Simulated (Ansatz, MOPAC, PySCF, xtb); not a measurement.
Spectroscopic constants of CuF, closed-shell singlet (the spin of the measured ground state). No spin–orbit coupling. Cu is treated without relativity.

Seven points along R, fitted to fifth degree in 1/R; most abundant isotopes. In def2 and cc sets the state is the lowest found near the PBE0 minimum, followed along R. The singlet is held restricted. HF and MP2 rows in def2 and cc sets belong to the determinant that coupled cluster picked by its CCSD energy.

Codes used: Ansatz (an electronic-structure program); MOPAC for PM7 (differences of heats of formation); PySCF for LANL2DZ rows; xtb for the GFN methods. Values without a source in brackets are computed.

```json
[
 {"level": "PM7", "r_e (Å)": "1.694", "ω_e (cm⁻¹)": "493", "α_e (cm⁻¹)": "0.0023", "ω_e x_e (cm⁻¹)": "0.99", "D_e (eV)": "-", "dipole (D)": "-"},
 {"level": "GFN1-xTB", "r_e (Å)": "1.751", "ω_e (cm⁻¹)": "545", "α_e (cm⁻¹)": "0.0028", "ω_e x_e (cm⁻¹)": "1.8", "D_e (eV)": "-", "dipole (D)": "-"},
 {"level": "GFN2-xTB", "r_e (Å)": "1.715", "ω_e (cm⁻¹)": "507", "α_e (cm⁻¹)": "0.0034", "ω_e x_e (cm⁻¹)": "2.0", "D_e (eV)": "-", "dipole (D)": "-"},
 {"level": "HF/def2-TZVPP", "r_e (Å)": "1.822", "ω_e (cm⁻¹)": "561", "α_e (cm⁻¹)": "0.0028", "ω_e x_e (cm⁻¹)": "3.0", "D_e (eV)": "-", "dipole (D)": "-"},
 {"level": "HF/def2-QZVPP", "r_e (Å)": "1.823", "ω_e (cm⁻¹)": "562", "α_e (cm⁻¹)": "0.0028", "ω_e x_e (cm⁻¹)": "3.1", "D_e (eV)": "-", "dipole (D)": "-"},
 {"level": "SVWN5/def2-TZVPP", "r_e (Å)": "1.718", "ω_e (cm⁻¹)": "650", "α_e (cm⁻¹)": "0.0033", "ω_e x_e (cm⁻¹)": "3.8", "D_e (eV)": "5.13", "dipole (D)": "4.44"},
 {"level": "PBE/def2-TZVPP", "r_e (Å)": "1.760", "ω_e (cm⁻¹)": "598", "α_e (cm⁻¹)": "0.0033", "ω_e x_e (cm⁻¹)": "3.6", "D_e (eV)": "4.32", "dipole (D)": "4.57"},
 {"level": "BP86/LANL2DZ", "r_e (Å)": "1.784", "ω_e (cm⁻¹)": "602", "α_e (cm⁻¹)": "0.0032", "ω_e x_e (cm⁻¹)": "3.9", "D_e (eV)": "-", "dipole (D)": "4.77"},
 {"level": "r2SCAN/def2-TZVPP", "r_e (Å)": "1.743", "ω_e (cm⁻¹)": "623", "α_e (cm⁻¹)": "0.0033", "ω_e x_e (cm⁻¹)": "3.7", "D_e (eV)": "4.18", "dipole (D)": "4.81"},
 {"level": "B97M-V/def2-TZVPP", "r_e (Å)": "1.741", "ω_e (cm⁻¹)": "627", "α_e (cm⁻¹)": "0.0033", "ω_e x_e (cm⁻¹)": "3.8", "D_e (eV)": "4.10", "dipole (D)": "4.74"},
 {"level": "B3LYP/LANL2DZ", "r_e (Å)": "1.791", "ω_e (cm⁻¹)": "602", "α_e (cm⁻¹)": "0.0031", "ω_e x_e (cm⁻¹)": "3.8", "D_e (eV)": "-", "dipole (D)": "5.33"},
 {"level": "B3LYP/def2-TZVPP", "r_e (Å)": "1.770", "ω_e (cm⁻¹)": "593", "α_e (cm⁻¹)": "0.0032", "ω_e x_e (cm⁻¹)": "3.4", "D_e (eV)": "3.98", "dipole (D)": "5.12"},
 {"level": "PBE0/def2-TZVPP", "r_e (Å)": "1.764", "ω_e (cm⁻¹)": "599", "α_e (cm⁻¹)": "0.0032", "ω_e x_e (cm⁻¹)": "3.4", "D_e (eV)": "3.93", "dipole (D)": "5.26"},
 {"level": "BHLYP/def2-TZVPP", "r_e (Å)": "1.779", "ω_e (cm⁻¹)": "593", "α_e (cm⁻¹)": "0.0030", "ω_e x_e (cm⁻¹)": "3.1", "D_e (eV)": "3.58", "dipole (D)": "5.79"},
 {"level": "CAM-B3LYP/def2-TZVPP", "r_e (Å)": "1.760", "ω_e (cm⁻¹)": "611", "α_e (cm⁻¹)": "0.0031", "ω_e x_e (cm⁻¹)": "3.3", "D_e (eV)": "4.13", "dipole (D)": "5.31"},
 {"level": "wB97X-V/def2-TZVPP", "r_e (Å)": "1.769", "ω_e (cm⁻¹)": "603", "α_e (cm⁻¹)": "0.0030", "ω_e x_e (cm⁻¹)": "3.2", "D_e (eV)": "4.23", "dipole (D)": "5.45"},
 {"level": "wB97M-V/def2-TZVPP", "r_e (Å)": "1.771", "ω_e (cm⁻¹)": "598", "α_e (cm⁻¹)": "0.0030", "ω_e x_e (cm⁻¹)": "3.1", "D_e (eV)": "4.23", "dipole (D)": "5.42"},
 {"level": "B2PLYP/def2-TZVPP", "r_e (Å)": "1.760", "ω_e (cm⁻¹)": "603", "α_e (cm⁻¹)": "0.0032", "ω_e x_e (cm⁻¹)": "3.3", "D_e (eV)": "-", "dipole (D)": "-"},
 {"level": "MP2/def2-TZVPP", "r_e (Å)": "1.748", "ω_e (cm⁻¹)": "605", "α_e (cm⁻¹)": "0.0031", "ω_e x_e (cm⁻¹)": "2.9", "D_e (eV)": "-", "dipole (D)": "-"},
 {"level": "MP2/def2-QZVPP", "r_e (Å)": "1.729", "ω_e (cm⁻¹)": "630", "α_e (cm⁻¹)": "0.0035", "ω_e x_e (cm⁻¹)": "3.8", "D_e (eV)": "-", "dipole (D)": "-"},
 {"level": "MP2/CBS(def2-TZVPP, def2-QZVPP)", "r_e (Å)": "1.715", "ω_e (cm⁻¹)": "652", "α_e (cm⁻¹)": "0.0038", "ω_e x_e (cm⁻¹)": "4.5", "D_e (eV)": "-", "dipole (D)": "-"},
 {"level": "SCS-MP2/def2-TZVPP", "r_e (Å)": "1.763", "ω_e (cm⁻¹)": "591", "α_e (cm⁻¹)": "0.0030", "ω_e x_e (cm⁻¹)": "2.8", "D_e (eV)": "-", "dipole (D)": "-"},
 {"level": "SCS-MP2/def2-QZVPP", "r_e (Å)": "1.745", "ω_e (cm⁻¹)": "612", "α_e (cm⁻¹)": "0.0034", "ω_e x_e (cm⁻¹)": "3.6", "D_e (eV)": "-", "dipole (D)": "-"},
 {"level": "CCSD/def2-TZVPP", "r_e (Å)": "1.779", "ω_e (cm⁻¹)": "588", "α_e (cm⁻¹)": "0.0030", "ω_e x_e (cm⁻¹)": "3.0", "D_e (eV)": "3.91", "dipole (D)": "-"},
 {"level": "CCSD/def2-QZVPP", "r_e (Å)": "1.763", "ω_e (cm⁻¹)": "607", "α_e (cm⁻¹)": "0.0033", "ω_e x_e (cm⁻¹)": "3.7", "D_e (eV)": "4.09", "dipole (D)": "-"},
 {"level": "CCSD(T)/def2-TZVPP", "r_e (Å)": "1.775", "ω_e (cm⁻¹)": "584", "α_e (cm⁻¹)": "0.0030", "ω_e x_e (cm⁻¹)": "2.9", "D_e (eV)": "4.00", "dipole (D)": "-"},
 {"level": "CCSD(T)/def2-QZVPP", "r_e (Å)": "1.759", "ω_e (cm⁻¹)": "605", "α_e (cm⁻¹)": "0.0033", "ω_e x_e (cm⁻¹)": "3.6", "D_e (eV)": "4.20", "dipole (D)": "-"},
 {"level": "CCSD(T)/CBS(def2-TZVPP, def2-QZVPP)", "r_e (Å)": "1.747", "ω_e (cm⁻¹)": "621", "α_e (cm⁻¹)": "0.0036", "ω_e x_e (cm⁻¹)": "4.2", "D_e (eV)": "4.29", "dipole (D)": "-"}
]
```

D_e counts from each atom's lowest state at the same level, without counterpoise or zero-point energy.

Correlated levels freeze the inner cores; with def2 sets outer-core shells near the valence are correlated too. CBS: X⁻³ extrapolation of the correlation energy, Hartree–Fock from the larger set. Rows in LANL2DZ carry no dispersion term and start afresh at each structure. LANL2DZ brings its own core potentials from Na on. The state that PM7 reach isn't checked; PM7 holds dispersion and hydrogen-bond terms.

Measured for the ground state: r_e 1.7449 Å [microwave values compiled in ACS Omega 2, 8373 (2017)]. ω_e 622.65 cm-1, ω_e x_e 3.95 cm-1, B_e 0.3794 cm-1, α_e 0.0032298 cm-1 [NIST CCCBDB]. dipole 5.26 D [compilation of Liu, Meijer and Pérez-Ríos].
